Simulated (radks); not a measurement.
Question: Coherent X-ray form factor from a spherical all-electron density. All-electron calculation, scalar-relativistic Kohn-Sham, PBEsol, spin-unpolarised, spherical densities, finite nucleus; Fermi nuclear charge, rms radius of each element as measured or else 0.836 A^(1/3) + 0.57 fm. Program: a radial shooting solver on a logarithmic mesh with Libxc functionals.

sin(theta)/lambda (1/angstrom)  f0 (electrons)
0.05                                     6.766
0.1                                      6.153
0.15                                     5.351
0.2                                      4.535
0.25                                     3.809
0.3                                      3.213
0.4                                      2.398
0.5                                      1.948
0.6                                      1.701
0.8                                      1.442
1                                        1.259
1.25                                     1.040
1.5                                      0.837
2                                        0.521

The species is in the configuration that NIST lists as its ground one. Which atom or ion scatters so?

Answer: Neutral nitrogen, [He] 2s2 2p3. Extrapolating in s^2 from the first two rows gives f0(0) = 7.0, near the electron count 7; among species with that count, the fall with angle is slower the higher Z, and the table is that of Z = 7; from so few rows the species is fixed only to a neighbour or two.
